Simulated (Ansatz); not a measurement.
A nudged elastic band was laid between two geometries of AlBrCl$_{2}$FH (6 atoms, charge 0, multiplicity 1).

Theory: RKS B3LYP-D4/def2-SVP (Ansatz).

| Quantity | Value |
| --- | --- |
| movable images | 7 |
| climbing image | yes |
| spring | 5.0 eV/Å² |
| optimiser | quadratic models (default) |
| start path | through a guess of the saddle point |
| force threshold | 0.05 eV/Å |
| iteration limit | 60 |
| end points | relaxed |

First end point:

```xyz
6
Properties=species:S:1:pos:R:3
Al 0.095 0.014 0.135
Cl 0.041 0.697 2.132
Cl 1.797 0.353 -1.037
F -1.359 -0.207 -0.635
Br 0.473 -2.604 0.829
H 0.314 -2.185 2.193
```

Last end point:

```xyz
6
Properties=species:S:1:pos:R:3
Al 0.166 -0.582 -0.169
Cl 0.128 0.122 2.301
Cl 1.777 0.539 -0.900
F -1.375 -0.088 -0.541
Br 0.455 -2.785 0.308
H 0.210 -1.138 2.617
```

**Question.** Which bonds break or form, and what moves?

**Answer.** Bonds broken: Br5–H6. Bonds formed: Cl2–H6.

**Question.** What energy profile does the band end with?

**Answer.** The forces met the threshold. The highest image is number 4 of 0 to 8, 22.4 kJ/mol above the first end and 23.1 kJ/mol above the last; the last end lies 0.6 kJ/mol below the first. A vibrational analysis at the climbing image gives one clearly imaginary mode, 502i cm⁻¹: a first-order saddle point. The orbitals stay closed-shell, which can raise the energy where a bond breaks towards radicals; this wasn't checked here.

```
image  path coordinate (Å)  energy (kJ/mol)  Br5–H6 (Å)  Cl2–H6 (Å)
    0                 0.00              0.0        1.44        2.90
    1                 0.26              1.3        1.44        2.56
    2                 0.53              5.4        1.46        2.24
    3                 0.79             14.2        1.52        1.93
    4                 1.06             22.4        1.70        1.63
    5                 1.30             14.5        1.96        1.42
    6                 1.55              5.0        2.25        1.34
    7                 1.80              0.6        2.54        1.31
    8                 2.04             -0.6        2.85        1.30
```

**Question.** What is the geometry of the highest image?

**Answer.** 
```xyz
6
Properties=species:S:1:pos:R:3
Al 0.136 -0.327 0.052
Cl 0.103 0.195 2.259
Cl 1.812 0.389 -0.970
F -1.383 -0.150 -0.589
Br 0.420 -2.632 0.849
H 0.273 -1.406 2.015
```

**Question.** What are the harmonic wavenumbers there?

**Answer.** 502i, 91, 132, 162, 185, 262, 334, 545, 606, 624, 888, 1137 cm⁻¹.

The band took 6 iterations and roughly 5 core-minutes.

Time of the run: 2.6 min on 2 threads of Arm Neoverse V1, with other jobs on the host, peak memory 0.27 GiB.
